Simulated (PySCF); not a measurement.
Species: C6H14N2.
Structure used (GFN2-xTB), in Å, numbered top down from 1:
```xyz
22
C6H14N2 angstrom
C      2.9321   -0.1719   -0.0407
C      1.6568   -0.5491   -0.1262
N      0.5861    0.2765   -0.3831
N      0.8037    1.6686   -0.3086
C     -0.7811   -0.1220   -0.0297
C     -0.9870   -0.0368    1.4890
C     -1.7463    0.8317   -0.7392
C     -1.0590   -1.5466   -0.5188
H      3.2596    0.8496   -0.1337
H      3.7058   -0.9014    0.1076
H      1.4051   -1.5935   -0.0406
H      1.3455    1.9021    0.5257
H      1.3425    1.9584   -1.1217
H     -0.8523    0.9880    1.8261
H     -0.2677   -0.6707    2.0045
H     -1.9899   -0.3612    1.7537
H     -1.6306    0.7458   -1.8164
H     -2.7704    0.5858   -0.4729
H     -1.5424    1.8577   -0.4504
H     -0.6974   -1.6722   -1.5363
H     -2.1312   -1.7262   -0.5088
H     -0.5923   -2.2931    0.1187
```

Computed at PBE0/pcSseg-1 (PySCF, non-relativistic), with Q(14N) = 0.02044 b: N3, 14N (I = 1): χzz = -6.591 MHz, η = 0.396; N4, 14N (I = 1): χzz = -6.485 MHz, η = 0.505.

(1) Where would the pure quadrupole (NQR) lines of 14N at N3 fall for the rigid, isolated species?

(2) Find the zero-field quadrupole resonance frequencies of 14N at N4.

Answers

(1) From ν± = (3/4)|χ|(1 ± η/3) and ν0 = |χ|η/2: ν+ 5.596 MHz, ν− 4.290 MHz, ν0 1.305 MHz (hydrazine nitrogen).

(2) From ν± = (3/4)|χ|(1 ± η/3) and ν0 = |χ|η/2: ν+ 5.682 MHz, ν− 4.044 MHz, ν0 1.638 MHz (hydrazine nitrogen).

In a crystal, neighbours and librations shift these lines. GFN2-xTB bond lengths can be off by several hundredths of an ångström, more for odd bonds, and the gradients follow them. These gradients aren't converged with respect to the basis.

One conformer stands for the species.
